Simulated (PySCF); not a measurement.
Coordinates in bohr (charge -1 multiplicity 1):
```
I     0.0000    0.0000    0.0000
F     3.9355    0.0000    0.0000
F    -3.9355    0.0000    0.0000
```

These are results of PySCF, PBE0, basis I def2-TZVPD with ECP28, F def2-TZVPD (scalar-relativistic core potentials, no spin–orbit coupling, density fitting), not measurements.

This geometry of [IF2]- is a stationary point at this level.

Problem. What is the point group?

Solution. D∞h.

Problem. Is it a minimum?

Solution. Yes: all harmonic wavenumbers are real.

Problem. List the harmonic modes with their infrared intensities.

Solution. 
```csv
symmetry,ω (cm⁻¹),"IR (km/mol, summed over degenerate members)"
πu,192,25.0
σu+,416,348
σg+,443,0.0
```

Problem. Give the atomic charges and bond orders.

Solution. 
```csv
atom,Mulliken,Löwdin,polar tensor,Mayer order to I1
I1,0.21,0.85,0.72,–
"F2,3",-0.61,-0.93,-0.86,0.34
```

In D∞h the vibrations span πu + σu+ + σg+. The σg+ mode carries no infrared intensity, as symmetry demands. With a centre of inversion only u modes can be infrared active and only g modes Raman active.

Other isomers or separated fragments may lie lower. The lowest empty level of this anion is unbound, so it and the gap depend on the basis.
